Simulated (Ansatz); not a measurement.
Computed with Ansatz on PBE0-D4/def2-TZVP structures; ΔE is electronic, products minus reactants. CCSD(T)/CBS is the MP2 limit (def2-TZVPP, def2-QZVPP) plus CCSD(T) − MP2 in def2-TZVPP, frozen cores. This one scheme is used for every species. Functionals use def2-TZVPP. B3LYP here is the variant with VWN-RPA as its local correlation; programs differ in this. Open shells (•) are unrestricted, without spin–orbit coupling. One conformer a species, not always the lowest.

Consider the hydrogen abstraction from a B–H bond: `COBO` + `[CH3]`• → `CO[B]O`• + CH₄.

`COBO`:

Z-matrix (Å, degrees):
```
C
O 1 1.410
H 1 1.094 2 111.5
H 1 1.092 2 109.2 3 -120.6
H 1 1.092 2 109.3 3 120.6
B 2 1.356 1 121.7 3 -1.0
O 6 1.356 2 119.6 1 -179.9
H 6 1.199 2 121.8 1 0.2
H 7 0.962 6 112.1 2 0.0
```

`[CH3]`•:

Z-matrix (Å, degrees):
```
C
H 1 1.080
H 1 1.080 2 120.0
H 1 1.080 2 120.0 3 180.0
```

`CO[B]O`•:

Cartesian coordinates in Å:
```
C 0.081 1.183 0.447
O -0.356 -0.083 -0.010
B 0.494 -1.038 -0.428
O 0.094 -2.246 -0.864
H 1.169 1.268 0.398
H -0.247 1.320 1.479
H -0.371 1.958 -0.175
H -0.865 -2.361 -0.847
```

CH₄:

Z-matrix (Å, degrees):
```
C
H 1 1.090
H 1 1.090 2 109.5
H 1 1.090 2 109.5 3 -120.0
H 1 1.090 2 109.5 3 120.0
```

(1) Is it downhill or uphill in electronic energy at CCSD(T)/CBS, and by how much? (Best estimate.)

(2) What do these levels give: B3LYP-D4, B2PLYP, PBE0, SCS-MP2/def2-TZVPP, MP2/def2-QZVPP, SCS-MP2/def2-QZVPP? (Best estimate.)

Largest T1 diagnostic among the species: 0.014.

Answers

(1) The calculation gave: Uphill: ΔE = +0.04 eV.

(2) Ansatz gave: B3LYP-D4 0.01, B2PLYP 0.02, PBE0 -0.05, SCS-MP2/def2-TZVPP 0.04, MP2/def2-QZVPP -0.03, SCS-MP2/def2-QZVPP 0.04 eV.

In def2-TZVPP, CCSD(T) changes the Hartree–Fock value by −0.17 eV (the triples alone add −0.03 eV) and MP2 by −0.25 eV. From PBE to PBE0 (25 % exact exchange), in def2-TZVPP and without D4, ΔE moves by +0.08 eV.
